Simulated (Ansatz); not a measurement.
Gas-phase reaction in SMILES: CC(F)(F)F [1,1,1-trifluoroethane] → C[C](F)F + F atom (the C-F bond at the site shown breaks; other sites are not compared here)
Each molecule is optimised on its own at B3LYP-D3(BJ)/def2-TZVP (Ansatz, a program for electronic structure).

Wanted: bond dissociation energy (electronic energy difference), in eV. Cores are frozen in the correlated levels unless marked. UHF or UKS for open shells. No spin-orbit coupling. No relativistic terms. CBS(X,Y): correlation extrapolated as X^-3; Hartree-Fock from the larger set (for Q and 5 zeta extrapolated as (X+1)exp(-9√X)).

Level to compare with: CCSD(T)/CBS(cc-pVQZ,cc-pV5Z) (Ansatz), 5.65 eV. It is a level with limits of its own, and the differences hold the functionals' basis error too.

### Question
Rank these functionals by how close they come to CCSD(T)/CBS(cc-pVQZ,cc-pV5Z), closest first: PBE0/def2-TZVPD (Ansatz); CAM-B3LYP/def2-TZVPD (Ansatz); wB97X-V/def2-TZVPD (Ansatz).

### Answer
wB97X-V/def2-TZVPD (range-separated hybrid with VV10, 5.57 eV, difference -0.08), CAM-B3LYP/def2-TZVPD (range-separated hybrid, 5.48 eV, difference -0.17), PBE0/def2-TZVPD (global hybrid, 5.40 eV, difference -0.25)
